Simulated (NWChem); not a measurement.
Species: hydronium (H₃O cation); SMILES [OH3+]

```xyz
4

O      0.0000     0.0000     0.0788
H      0.6693     0.6693    -0.2074
H      0.2450    -0.9143    -0.2074
H     -0.9143     0.2450    -0.2074
```
Atoms are numbered in this order, from 1.

Computed with NWChem. All runs use the structure optimised with B3LYP/6-31G* (spherical d). GIAO values for the isolated, static molecule; σ is the absolute isotropic shielding, δ = σ(reference) − σ with the isolated reference molecule computed at the same levels (1H: tetramethylsilane, 17O: water).

Question: Among these, which level gives the highest value of “δ O1 (ppm)”?
(A) BHandHLYP/pcSseg-1
(B) LDA (Slater exchange, VWN5)/pcSseg-1
(C) PBE/pcSseg-1

Answer: B, LDA (Slater exchange, VWN5)/pcSseg-1. Values: BHandHLYP/pcSseg-1 33.8; PBE/pcSseg-1 37.1; LDA (Slater exchange, VWN5)/pcSseg-1 38.2
